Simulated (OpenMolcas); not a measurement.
# Cu3+: input and output

Input:

```
&GATEWAY
Coord
1

Cu 0.0 0.0 0.0
Basis=ANO-R2
Group=XYZ
NoMove
AngMom=0.0 0.0 0.0
AMFI
&SEWARD
&RASSCF
FileOrb=start.orb
Symmetry=1
Spin=3
nActEl=8 0 0
Inactive=3 6
Ras2=5 0
CIRoot=10 10 1
SDav=10
CIMx=300
Iter=120 100
PrWF=0.3
OrbListing=Nothing
MaxOrb=0
Atom
>>> COPY $Project.JobIph JOBPRE
&RASSCF
FileOrb=start.orb
Symmetry=1
Spin=3
nActEl=8 0 0
Inactive=3 6
Ras2=10 0
CIRoot=10 10 1
SDav=500
CIMx=300
Iter=120 100
PrWF=0.3
OrbListing=Nothing
MaxOrb=0
Atom
>>> COPY $Project.JobIph JOB001
&RASSCF
FileOrb=start.orb
Symmetry=1
Spin=1
nActEl=8 0 0
Inactive=3 6
Ras2=10 0
CIRoot=15 15 1
SDav=500
CIMx=300
Iter=120 100
PrWF=0.3
OrbListing=Nothing
MaxOrb=0
Atom
>>> COPY $Project.JobIph JOB002
&RASSI
NrOfJobIphs=2 10 15
1 2 3 4 5 6 7 8 9 10
1 2 3 4 5 6 7 8 9 10 11 12 13 14 15
IphNames
JOB001
JOB002
EJob
SpinOrbit
DIPRint=1.0
SOCoupling=1000.0
Subsets=2
MEES
Property=10
'ANGMOM' 1 'ANGMOM' 2 'ANGMOM' 3 'MLTPL  1' 1 'MLTPL  1' 2 'MLTPL  1' 3
'AMFI' 1 'AMFI' 2 'AMFI' 3 'MLTPL  2' 6
SOProperty=3
'ANGMOM' 1 'ANGMOM' 2 'ANGMOM' 3
```

Launched by
```bash
OMP_NUM_THREADS=1 MOLCAS_MEM=1689 MOLCAS_PROJECT=a pymolcas a.inp > a.log  # once for each step of the input, in one work folder
```

A driver script runs the steps one by one and writes start.orb anew before each from the orbitals found so far.

Output, cut to the results:

```
--- SEWARD ---
Basis set label: CU.ANO-R...6S4P4D2F1G.

      Electronic valence basis set:
      ------------------
      Associated Effective Charge  29.000000 au
      Associated Actual Charge     29.000000 au
      Nuclear Model: Finite nucleus - Gaussian distribution
        Gaussian exponent, Xi/bohr**(-2):  2.76660E+08

      Shell  nPrim  nBasis  Cartesian Spherical Contaminant
         s      21       6        X
         p      13       4        X
         d       9       4                 X
         f       5       2                 X
         g       4       1                 X
                  Relativistic X2C integrals
                  Atomic mean-field integrals
--- RASSCF ---
Wave function specifications:
      -----------------------------

      Number of closed shell electrons          18
      Number of electrons in active shells       8
      Max number of holes in RAS1 space          0
      Max nr of electrons in RAS3 space          0
      Number of inactive orbitals                9
      Number of active orbitals                 10
      Number of secondary orbitals              42
      Spin quantum number                      1.0
      State symmetry                             1
Orbital specifications:
      -----------------------

      Symmetry species                           1   2
                                                ag  au
      Frozen orbitals                            0   0
      Inactive orbitals                          3   6
      Active orbitals                           10   0
      RAS1 orbitals                              0   0
      RAS2 orbitals                             10   0
      RAS3 orbitals                              0   0
      Secondary orbitals                        22  20
      Deleted orbitals                           0   0
      Number of basis functions                 35  26
      Number of CSFs                         20790
      Number of root(s) required                10
      Iter CI   SX   CI       RASSCF       Energy    max ROT     max BLB   max BLB  Level Ln srch  Step   QN
          iter iter root      energy       change     param      element    value   shift minimum  type update
 Nr of preliminary CI iterations:   5
      Total energies have been shifted. Add                -1000.00 au
        1   1    9    0  -651.10574866    0.00E+00  -3.18E-01*   4  17 1 -4.14E-02*  0.00   0.00    SX    NO
        2   7    9    0  -651.13240365   -2.67E-02* -6.98E-02    4  22 1  1.61E-02*  0.00   0.00    SX    NO
        3   6    8    0  -651.13514990   -2.75E-03* -2.63E-02    4   7 2  6.59E-03*  0.00   0.00    SX    NO
        4   6    7    0  -651.13561099   -4.61E-04*  1.09E-02    4   7 2 -2.33E-03*  0.00   0.00    SX    NO
        5   7    7    0  -651.13569351   -8.25E-05*  6.33E-03    4  17 1  1.16E-03*  0.00   1.60    LS   YES
        6   6    6    0  -651.13571110   -1.76E-05*  1.58E-03    4  10 2 -7.55E-04*  0.00   1.22    QN   YES
        7   6    7    0  -651.13571240   -1.30E-06*  2.57E-04    4   7 2 -2.66E-04*  0.00   1.01    QN   YES
        8   8    5    0  -651.13571248   -8.25E-08* -5.00E-05    4   7 2 -1.15E-04*  0.00   1.09    QN   YES
        9   4    4    0  -651.13571250   -1.52E-08*  2.76E-05    4  22 1  1.13E-05   0.00   0.98    QN   YES
       10   3    4    0  -651.13571250    5.05E-11   4.11E-06    4   7 2 -2.89E-05   0.00   0.41    QN   YES
      Convergence after 10 iterations
       11   7    4    0  -651.13571250   -2.46E-10   4.11E-06    4   7 2 -1.54E-05   0.00   0.41    QN   YES
      Natural orbitals and occupation numbers for root  1
      sym 1:   1.310033   1.680567   1.310151   1.993375   1.680438   0.006515   0.005336   0.005434   0.004029   0.004123
      Natural orbitals and occupation numbers for root  2
      sym 1:   1.395396   1.395447   1.595204   1.595152   1.993358   0.004356   0.004396   0.006527   0.005061   0.005102
      Natural orbitals and occupation numbers for root  3
      sym 1:   1.856243   1.993394   1.134364   1.134408   1.856180   0.003444   0.005970   0.006501   0.003480   0.006016
::    RASSCF root number  1 Total energy:  -1651.16518144
::    RASSCF root number  2 Total energy:  -1651.16518144
::    RASSCF root number  3 Total energy:  -1651.16518144
::    RASSCF root number  4 Total energy:  -1651.16518144
::    RASSCF root number  5 Total energy:  -1651.16518144
::    RASSCF root number  6 Total energy:  -1651.16518144
...
--- RASSI ---
SPIN-FREE ENERGIES:
  (Shifted by EMIN (a.u.) =      -1651.1651814402)

 SF State       Relative EMIN(au)   Rel lowest level(eV)    D:o, cm**(-1)      L_eff

     1             0.0000000000        0.0000000000              0.0000         3.0
     2             0.0000000000        0.0000000000              0.0000         3.0
     3             0.0000000009        0.0000000256              0.0002         3.0
     4             0.0000000014        0.0000000388              0.0003         3.0
     5             0.0000000014        0.0000000388              0.0003         3.0
     6             0.0000000019        0.0000000529              0.0004         3.0
     7             0.0000000019        0.0000000529              0.0004         3.0
    11             0.0835355589        2.2731183598          18333.9360         2.0
    12             0.0835355589        2.2731183598          18333.9360         2.0
    13             0.0835355589        2.2731183598          18333.9360         2.0
    14             0.0835355595        2.2731183737          18333.9361         2.0
    15             0.0835355595        2.2731183737          18333.9361         2.0
     8             0.0982297985        2.6729689889          21558.9488         1.0
     9             0.0982298005        2.6729690422          21558.9493         1.0
    10             0.0982298015        2.6729690693          21558.9495         1.0
    16             0.1289555148        3.5090583223          28302.4641         4.0
    17             0.1289555148        3.5090583223          28302.4641         4.0
    18             0.1289555148        3.5090583223          28302.4641         4.0
    19             0.1289555154        3.5090583381          28302.4642         4.0
    20             0.1289555154        3.5090583381          28302.4642         4.0
    21             0.1289555160        3.5090583533          28302.4643         4.0
...
```

Levels above the lowest, from the spin-orbit matrix, grouped by J:

```tsv
Configuration	Term	J	E (cm-1)	Measured (cm-1)	Term weight %	Second
3d8	3F	4	0.0	0.0	100	
3d8	3F	3	1830	1861	100	
3d8	3F	2	3060	3078	99	
3d8	1D	2	19278	16248	85	15 3P
3d8	3P	2	23033	19697	85	15 1D
3d8	3P	1	23400	20097	100	
3d8	3P	0	23746	20423	100	
3d8	1G	4	29710	26913	100	
3d8	1S	0	70717	61456	100
```

Against the 8 measured excited levels shown (Sugar and Musgrove, J. Phys. Chem. Ref. Data 19, 527 (1990)) the mean absolute deviation is 3100 cm-1; the largest miss in energy is 3d8 1S0: computed 70717, measured 61456 cm-1 (+15.1 %), and the largest in proportion 3d8 1D2 (+18.6 %).

Without dynamic correlation excited terms often stand tens of per cent too high (terms of higher spin than the ground term too low), and those without a measured partner can miss by more than the paired ones. Active for correlation alone: 4d; no level in the range computed is led by a configuration that fills it, so any true level of that kind is missing. Computed and measured levels are paired by configuration, term and J; levels that our copy of the source lacks, or whose pairing is in doubt (as where it misses far off the trend of its configuration), stay unpaired and out of the deviations. Levels of configurations outside the active space are missing. The first state left out of the spin-orbit step lies near 420000 cm-1 above the lowest spin-free state of the reference (among the parities and spins computed), and the list stops at four fifths of that energy or lower.

The RASSCF and RASSI steps took 77 s on 1 thread of Intel(R) Xeon(R) Platinum 8488C (Sapphire Rapids), on a shared host; the integral step is not counted.

The term weight is that of the spin-free term in the level, not the purity of its configuration.
